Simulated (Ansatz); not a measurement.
```yaml
crystal:
  periodic: [false, false, false]
  atoms:
    - {symbol: C, position_ang: [-0.027706, -1.527749, -1.288169]}
    - {symbol: C, position_ang: [0.134350, -1.481070, 0.225010]}
    - {symbol: C, position_ang: [-0.423960, -2.737097, 0.881052]}
    - {symbol: Ge, position_ang: [-0.699403, 0.122724, 1.019104]}
    - {symbol: C, position_ang: [0.023715, 1.826788, 0.326240]}
    - {symbol: C, position_ang: [-0.581867, 2.219330, -1.014687]}
    - {symbol: C, position_ang: [1.545435, 1.789859, 0.270601]}
    - {symbol: H, position_ang: [0.417589, -2.441087, -1.698344]}
    - {symbol: H, position_ang: [-1.083556, -1.524873, -1.576422]}
    - {symbol: H, position_ang: [0.451804, -0.680027, -1.782747]}
    - {symbol: H, position_ang: [1.202282, -1.409395, 0.462412]}
    - {symbol: H, position_ang: [0.062396, -3.634570, 0.482769]}
    - {symbol: H, position_ang: [-1.497052, -2.838871, 0.691286]}
    - {symbol: H, position_ang: [-0.279332, -2.734036, 1.964303]}
    - {symbol: H, position_ang: [-0.469755, 0.072954, 2.548713]}
    - {symbol: H, position_ang: [-2.224645, 0.064399, 0.760943]}
    - {symbol: H, position_ang: [-0.276587, 2.574142, 1.069838]}
    - {symbol: H, position_ang: [-1.671686, 2.280877, -0.967915]}
    - {symbol: H, position_ang: [-0.327369, 1.501864, -1.799634]}
    - {symbol: H, position_ang: [-0.206855, 3.196682, -1.338253]}
    - {symbol: H, position_ang: [1.900626, 1.047774, -0.450984]}
    - {symbol: H, position_ang: [1.987301, 1.544370, 1.240115]}
    - {symbol: H, position_ang: [1.949275, 2.759812, -0.039531]}
basis:
  gaussian: {orbitals: def2-mTZVP}
hamiltonian: {xc: {name: revPBE0}, dispersion: d3bjatm, pseudopotentials: {relativity: none}}
output: {forces: true}
```

```sh
$ ansatz run in.yaml --threads 4 --pin off --events-out ev --progress --plain --max-ram 46080MiB --backend cpu
```

It prints (some lines left out):

```
Functional definition: revPBE0
  name "revPBE0"
  cite "Zhang & Yang, Phys. Rev. Lett. 80, 890 (1998) doi:10.1103/PhysRevLett.80.890"
  cite "Adamo & Barone, J. Chem. Phys. 110, 6158 (1999) doi:10.1063/1.478522"
  cite "Perdew, Burke & Ernzerhof, Phys. Rev. Lett. 77, 3865 (1996) doi:10.1103/PhysRevLett.77.3865"
  parameter a = 0.25
  parameter kappa = 1.245
  parameter beta = 0.06672455060314922
  exchange = (1 - a)*pbe_x(kappa = kappa, mu = beta*pi^2/3) + a*exact_x
  correlation = pbe_c(beta = beta)
1980 factors; integrals over basis functions are off by at most 1.1e-3 eV
mean field evaluation 1: about -62978.9308 eV, gradient 8.8e1 eV
mean field evaluation 2: about -62967.1947 eV, gradient 1.1e2 eV
mean field evaluation 4: about -62996.4684 eV, gradient 4.8e0 eV
mean field evaluation 8: about -62996.7611 eV, gradient 1.3e-1 eV
mean field evaluation 16: about -62996.7611 eV, gradient 4.4e-5 eV
mean field -62996.76114264 eV, -2315.0882712536 hartree, gradient 4.4e-5 eV, S^2 0.000000; 0 other end points of the search recorded, 0 dependent functions left out
the calculation of the forces begins
reference -62996.76119942 eV, -2315.0882733402 hartree; 42, 42 occupied and 156, 156 virtual orbitals, 1980 factors
Total energy: -62997.97793449 eV, -2315.1329875292 hartree
Atom 0 at    -0.027706    -1.527749    -1.288169 Å, force    -0.008066    -0.003352    -0.088355 eV/Å
Atom 1 at     0.134350    -1.481070     0.225010 Å, force     0.071476     0.047147     0.041015 eV/Å
Atom 2 at    -0.423960    -2.737097     0.881052 Å, force    -0.034221    -0.076252     0.024968 eV/Å
Atom 3 at    -0.699403     0.122724     1.019104 Å, force    -0.046621    -0.016122    -0.004298 eV/Å
Atom 4 at     0.023715     1.826788     0.326240 Å, force    -0.044951     0.019637     0.077807 eV/Å
Atom 5 at    -0.581867     2.219330    -1.014687 Å, force    -0.022985     0.016439    -0.086103 eV/Å
Atom 6 at     1.545435     1.789859     0.270601 Å, force     0.087714    -0.003564    -0.020111 eV/Å
Atom 7 at     0.417589    -2.441087    -1.698344 Å, force     0.002576    -0.002681    -0.006181 eV/Å
Atom 8 at    -1.083556    -1.524873    -1.576422 Å, force     0.002966     0.001525    -0.001829 eV/Å
Atom 9 at     0.451804    -0.680027    -1.782747 Å, force    -0.000330    -0.007977     0.004934 eV/Å
Atom 10 at     1.202282    -1.409395     0.462412 Å, force     0.015049    -0.028926    -0.015278 eV/Å
Atom 11 at     0.062396    -3.634570     0.482769 Å, force     0.000736    -0.009703     0.003588 eV/Å
Atom 12 at    -1.497052    -2.838871     0.691286 Å, force     0.000997    -0.004347     0.001320 eV/Å
Atom 13 at    -0.279332    -2.734036     1.964303 Å, force     0.003962    -0.005567     0.008381 eV/Å
Atom 14 at    -0.469755     0.072954     2.548713 Å, force     0.004631     0.001639     0.050480 eV/Å
Atom 15 at    -2.224645     0.064399     0.760943 Å, force    -0.043050    -0.001199     0.000713 eV/Å
Atom 16 at    -0.276587     2.574142     1.069838 Å, force     0.015063     0.040689    -0.011855 eV/Å
Atom 17 at    -1.671686     2.280877    -0.967915 Å, force    -0.008200     0.003466    -0.001174 eV/Å
Atom 18 at    -0.327369     1.501864    -1.799634 Å, force    -0.004379     0.012150     0.009270 eV/Å
Atom 19 at    -0.206855     3.196682    -1.338253 Å, force    -0.001900     0.008037    -0.004179 eV/Å
Atom 20 at     1.900626     1.047774    -0.450984 Å, force    -0.002657     0.004881     0.007718 eV/Å
Atom 21 at     1.987301     1.544370     1.240115 Å, force     0.006475    -0.001389     0.008347 eV/Å
Atom 22 at     1.949275     2.759812    -0.039531 Å, force     0.005714     0.005469     0.000823 eV/Å
Dipole moment:     0.127661     0.028397    -0.095686 e Å
```

Hardware: 4 threads of an AMD EPYC 7R13 on a shared host. Wall time 6 s, peak host memory 0.73 GiB.
